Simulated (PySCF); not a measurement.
C6H14.

```xyz
20

C      2.8728     0.8889    -0.3470
C      1.8508     0.0417     0.4093
C      0.4597     0.0556    -0.2273
C     -0.5665    -0.7899     0.5299
C     -1.9536    -0.8520    -0.1207
C     -2.6854     0.4898    -0.1809
H      2.9955     0.5342    -1.3840
H      2.5571     1.9445    -0.3966
H      3.8630     0.8593     0.1348
H      2.2092    -1.0017     0.4746
H      1.7740     0.3972     1.4528
H      0.1096     1.1007    -0.2970
H      0.5317    -0.3072    -1.2699
H     -0.6655    -0.4025     1.5613
H     -0.1732    -1.8172     0.6317
H     -1.8554    -1.2636    -1.1418
H     -2.5736    -1.5753     0.4368
H     -2.7912     0.9295     0.8254
H     -3.6968     0.3755    -0.6020
H     -2.1510     1.2224    -0.8063
```

Geometry optimised at B3LYP-D3(BJ)/def2-SVP. Other conformers were not sampled.

The numbers are results of HF/pcSseg-1 run with PySCF, not measurements. Non-relativistic, no solvent.

**Question.** Give the absolute GIAO shielding of each atom: isotropic value and principal components (ppm). (The exact figures need the calculation; the answer reports its results.)

**Answer.** 
| atom | σ(iso) | σ11 | σ22 | σ33 | span |
|---|---|---|---|---|---|
| C1 | 174.0 | 163.3 | 168.7 | 190.1 | 26.9 |
| C2 | 166.1 | 155.3 | 163.8 | 179.2 | 23.9 |
| C3 | 160.9 | 142.2 | 162.3 | 178.3 | 36.2 |
| C4 | 160.2 | 149.7 | 156.5 | 174.3 | 24.5 |
| C5 | 167.8 | 162.1 | 164.1 | 177.2 | 15.1 |
| C6 | 176.2 | 163.7 | 176.1 | 188.7 | 25.0 |
| H7 | 30.7 | 26.3 | 28.9 | 36.9 | 10.6 |
| H8 | 30.7 | 26.3 | 29.1 | 36.8 | 10.5 |
| H9 | 30.4 | 25.6 | 27.4 | 38.2 | 12.6 |
| H10 | 30.6 | 25.4 | 30.5 | 36.0 | 10.6 |
| H11 | 30.7 | 25.5 | 30.6 | 36.0 | 10.5 |
| H12 | 30.6 | 24.7 | 32.5 | 34.5 | 9.8 |
| H13 | 31.0 | 26.0 | 31.7 | 35.4 | 9.4 |
| H14 | 30.8 | 26.2 | 30.7 | 35.5 | 9.3 |
| H15 | 30.5 | 25.0 | 30.5 | 36.0 | 11.0 |
| H16 | 30.6 | 26.2 | 29.3 | 36.4 | 10.2 |
| H17 | 30.3 | 24.7 | 28.8 | 37.4 | 12.7 |
| H18 | 31.0 | 26.8 | 28.8 | 37.3 | 10.5 |
| H19 | 30.5 | 25.8 | 27.5 | 38.3 | 12.5 |
| H20 | 30.5 | 25.4 | 30.6 | 35.7 | 10.3 |
